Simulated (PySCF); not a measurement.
# How methods differ on the ionisation energy of Tc

Tc [Kr] 4d5 5s2 (6S) → Tc⁺ [Kr] 4d5 5s1 (7S), as a difference of total energies. Computed with PySCF 2.14 in aug-cc-pVTZ-PP with one added diffuse shell each of s, p, d, f, g type with ECP28MDF (7s7p6d4f3g, 113 functions), with a scalar-relativistic core potential. Correlated levels: valence: 4s2 4p6 frozen. The calculations carry no spin-orbit coupling.

```csv
method,ionisation energy (eV)
UHF,5.535
LDA,7.317
PBE,6.885
PBE0,6.715
r2SCAN,6.562
B3LYP,7.247
LC-wPBE,6.526
TPSSh,6.701
MP2 (valence),6.758
SCS-MP2 (valence),7.031
```

Question: How much does correlation contribute at MP2 (valence)?

Answer: 6.758 − (5.535) = 1.223 eV, measured against UHF.

Errors of the correlated levels include the incompleteness of this basis and the frozen core.

For comparison: 7.119 eV (measured; NIST Atomic Spectra Database, ionization energies).
